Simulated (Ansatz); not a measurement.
Input for Ansatz (a first-principles code): U-B3LYP/def2-TZVPP on CdGe, 2S+1 = 3, a spin state set in the input, which need not be the lowest, a point of a bond scan (R = 2.635 Å). Elements past Kr take the def2 small-core potentials; no spin–orbit coupling.

Ansatz 0.2 input:
```yaml
crystal:
  periodic: [false, false, false]
  atoms:
    - {symbol: Cd, position_ang: [0.00000000, 0.00000000, 0.00000000]}
    - {symbol: Ge, position_ang: [0.00000000, 0.00000000, 2.63523600]}
basis:
  gaussian:
    orbitals: def2-TZVPP
    pivot_positions_ang: [[0.00000000, 0.00000000, 0.00000000], [0.00000000, 0.00000000, 2.63523600]]
hamiltonian:
  xc: {name: B3LYP}
magnetization: {spin_polarized: true, initial_magnetization: 2}
output: {forces: true, orbitals: {seedname: ./end}}
```

The log:

```
WARN ansatz: RAYON_NUM_THREADS=1 ignored (pool sized by the plan → 1); use --threads N
Functional definition: B3LYP
integrals: 0.03 GiB planned
791 factors; their error is unknown
mean field: 0.53 GiB planned
mean field evaluation 1: about -61083.6737 eV, gradient 1.4e1 eV
mean field evaluation 2: about -61080.5463 eV, gradient 2.6e1 eV
mean field evaluation 4: about -61084.7250 eV, gradient 9.5e-1 eV
mean field evaluation 8: about -61085.0102 eV, gradient 8.1e-2 eV
mean field evaluation 16: about -61085.0103 eV, gradient 3.6e-5 eV
mean field evaluation 32: about -61084.4065 eV, gradient 7.1e-1 eV
mean field -61085.01026178 eV, -2244.8327222132 hartree, gradient 9.9e-6 eV, S^2 2.008305; 4 other end points of the search recorded, 0 dependent functions left out
the calculation of the forces begins
reference -61085.01044266 eV, -2244.8327288605 hartree; 27, 25 occupied and 77, 79 virtual orbitals, 791 factors
Total energy: -61085.01044266 eV, -2244.8327288605 hartree
Atom 0 at     0.000000     0.000000     0.000000 Å, force    -0.000000    -0.000000    -0.121232 eV/Å
Atom 1 at     0.000000     0.000000     2.635236 Å, force     0.000000     0.000000     0.121232 eV/Å
Dipole moment:    -0.000000     0.000000    -0.416618 e Å
```

The run converged.

Cost: around 8 core-seconds (rough).
